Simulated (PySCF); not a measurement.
C3H8SSi.
Z-matrix (Å and degrees, PBE0-D3(BJ)/def2-SVP geometry), rows numbered from 1:
```
S 
Si  1  2.1518
C   2  1.8870  1  117.03
C   3  1.5539  2   86.53  1  -138.03
C   4  1.5539  3  101.23  2    21.96
H   1  1.3504  2   94.83  3  -157.91
H   2  1.4958  1  108.04  3   132.03
H   3  1.0989  2  121.50  1   102.25
H   3  1.1025  2  110.76  1   -26.56
H   4  1.1020  3  109.94  2   -94.35
H   4  1.1024  3  114.36  2   145.43
H   5  1.1021  2  110.67  1    21.43
H   5  1.0990  2  121.68  1  -107.71
```

Method used: core-valence-separated Tamm–Dancoff BHandHLYP/aug-pcX-1 (pcseg-1 on H, def2-SVPD on Si, def2-SVPD on S) in PySCF, non-relativistic, gas phase, PBE0-D3(BJ)/def2-SVP geometry. BHandHLYP without relativity tends to put these K edges a few eV too low, so spacings mean more than positions.

What does the C 1s absorption edge look like?

| E (eV) | f | core hole on | main final orbital |
| --- | --- | --- | --- |
| 285.18 | 0.0242 | C3/C5 | LUMO+1/LUMO+2 (2 roots, f summed) |
| 285.34 | 0.0176 | C5 | LUMO+1 (37 %) |
| 285.51 | 0.0221 | C3 | spread |
| 285.66 | 0.0203 | C5 | LUMO+3 (47 %) |
| 285.75 | 0.0265 | C3 | spread |
| 285.79 | 0.0118 | C4 | LUMO+1 (62 %) |
| 285.98 | 0.0100 | C5 | LUMO (31 %) |
| 286.05 | 0.0032 | C3 | LUMO (47 %) |
| 286.12 | 0.0240 | C4 | LUMO+3 (52 %) |
| 286.15 | 0.0124 | C3 | spread |
| 286.19 | 0.0093 | C5 | LUMO (33 %) |
| 286.44 | 0.0129 | C4 | LUMO+2 (63 %) |
| 286.63 | 0.0038 | C3 | LUMO+3 (33 %) |
| 286.71 | 0.0048 | C5 | spread |

The first line with a tenth or more of the strongest one's intensity is at 285.18 eV (f = 0.024, sum of 2), with the hole on C3/C5 (sp3 carbon bound to silicon). The strongest listed is at 285.75 eV (f = 0.026; C3).

Roots within 0.03 eV whose holes lie on the same, on equivalent or on shared atoms are summed into one line, and the highest roots are left out, as the search may have cut off their partners. Final orbitals are the ground state's empty Kohn–Sham orbitals.

What length of transition dipole belongs to the line at 285.75 eV?

From f = (2/3) ΔE |μ|² in atomic units, with ΔE = 10.501 Eh and f = 0.0265: |μ| = 0.062 au = 0.16 D.

Only the lowest roots of each edge were sought.

One conformer stands for the species.
